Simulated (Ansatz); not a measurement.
Basis-set extrapolation for `C[O][Al]([O][SiH3])[N](C)C` (PBE0-D4/def2-TZVP geometry, frozen core, Ansatz 0.2.0). Multiplicity 1, RHF reference.

|  | def2-TZVPP | def2-QZVPP |
| --- | --- | --- |
| HF | -855.954077 | -855.987272 |
| MP2 correlation | -1.404345 | -1.505450 |
| CCSD(T) correlation | -1.525139 | not run |

Energies in hartree. Use E(X) = E(∞) + A·exp(−7.88·√X) for Hartree–Fock and E(X) = E(∞) + B·X^(−2.97) for correlation, with X = 3 and 4, and add CCSD(T) minus MP2 of the smaller set to the MP2 limit.

Q: What is the CCSD(T) energy at the basis-set limit?

A: HF limit: -855.987272 + (-0.033195) × 0.13774 = -855.99184. MP2 limit: -1.505450 + (-0.101105) × 0.74074 = -1.58034. Higher-order term: -1.525139 − (-1.404345) = -0.12079. Total: -857.69297 hartree, 5.82 eV below CCSD(T)/def2-TZVPP.
